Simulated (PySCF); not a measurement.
C4H6BN.
SMILES with atom numbers: `[BH:1]1[CH:2]=[CH:3][CH:4]=[CH:5][NH:6]1` (hydrogens: H7 on B1; H8 on C2; H9 on C3; H10 on C4; H11 on C5; H12 on N6)

Theory: PBE0-D3(BJ)/def2-TZVP geometry optimisation, gas phase in PySCF.

**Question.** List the bond lengths, angles and torsions at this level.

**Answer.** 
| bond | length (bohr) | order |
| --- | --- | --- |
| B1–C2 | 2.849 | single |
| C2=C3 | 2.587 | double |
| C3–C4 | 2.675 | single |
| C4=C5 | 2.571 | double |
| C5–N6 | 2.561 | single |
| B1–N6 | 2.703 | single |
| B1–H7 | 2.258 | single |
| C2–H8 | 2.051 | single |
| C3–H9 | 2.055 | single |
| C4–H10 | 2.044 | single |
| C5–H11 | 2.048 | single |
| N6–H12 | 1.905 | single |

Orders are formal, as drawn. A selection of angles:
| angle | degrees |
| --- | --- |
| C2–B1–N6 | 114.7 |
| C2–B1–H7 | 127.5 |
| N6–B1–H7 | 117.8 |
| B1–C2–C3 | 118.8 |
| B1–C2–H8 | 123.1 |
| C3–C2–H8 | 118.1 |
| C2–C3–C4 | 121.9 |
| C2–C3–H9 | 120.6 |
| C4–C3–H9 | 117.5 |
| C3–C4–C5 | 120.1 |
| C3–C4–H10 | 120.7 |
| C5–C4–H10 | 119.2 |
| C4–C5–N6 | 120.8 |
| C4–C5–H11 | 121.9 |
| N6–C5–H11 | 117.3 |
| C5–N6–H12 | 115.7 |
| B1–N6–C5 | 123.7 |
| B1–N6–H12 | 120.6 |

Dihedral angles: N6–B1–C2–C3 0° (synperiplanar); B1–C2–C3–C4 0° (synperiplanar); C2–C3–C4–C5 0° (synperiplanar); C3–C4–C5–N6 0° (synperiplanar); C4–C5–N6–B1 0° (synperiplanar); C2–B1–N6–C5 0° (synperiplanar).

N6 (ring nitrogen) is planar (angles 123.7°, 120.6° and 115.7°, sum 360.0°, 0.00 Å off the plane of its three neighbours). The 6 heavy atoms lie in one plane (0.000 Å rms). The 3 C–C bonds span 1.360 Å (C4=C5, drawn double) to 1.416 Å (C3–C4, drawn single), a spread of 0.056 Å. B1 (ring boron) is planar (angles 127.5°, 117.8° and 114.7°, sum 360.0°, 0.00 Å off the plane of its three neighbours). The 6-membered ring B1–C2–C3–C4–C5–N6 has internal angles of 114.7° to 123.7° (sum 720°, against 720° for a flat polygon); it is planar, 0.00 Å rms from its mean plane, widest ring torsion 0°.

Point group: Cs (every atom within 0.08 Å of its image). No PBE0-D3(BJ)/def2-TZVP frequencies stand behind this structure, so it isn't proved a minimum.
